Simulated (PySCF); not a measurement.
Ti(OH)2(NH2)2 (H6N2O2Ti), SMILES [NH2][Ti]([NH2])([OH])[OH], multiplicity 1.

The structure is a stationary point at B3LYP-D3(BJ)/def2-SVP. The spin state was assumed, not searched. The structure was generated by enumeration; whether it is a known compound was not checked. Other conformers were not sampled.

Two levels are set side by side: TDA-PBE/def2-SVPD (PySCF) and TDA-B3LYP/def2-SVPD (PySCF). Vertical, same geometry. The lowest singlet is HOMO→LUMO 94 % with PBE and HOMO→LUMO 93 % with the other functional; states are paired by order. Differences are taken from unrounded values.

```csv
quantity,TDA-B3LYP
lowest singlet excitation (eV),4.17
lowest triplet excitation (TDA) (eV),3.88
```

What does TDA-PBE give, and how far is it from TDA-B3LYP? (The exact figures need the calculation; the answer reports its results.)


| quantity | TDA-PBE | TDA-PBE minus TDA-B3LYP |
|---|---|---|
| lowest singlet excitation (eV) | 3.77 | -0.40 |
| lowest triplet excitation (TDA) (eV) | 3.51 | -0.37 |

Functionals without exact exchange tend to place singlet excitations lower, as here. Differences between two approximate levels are no errors against the true value.

Rough cost on one machine, each run with all the roots and properties that it gave: TDA-B3LYP against TDA-PBE about 2 times.
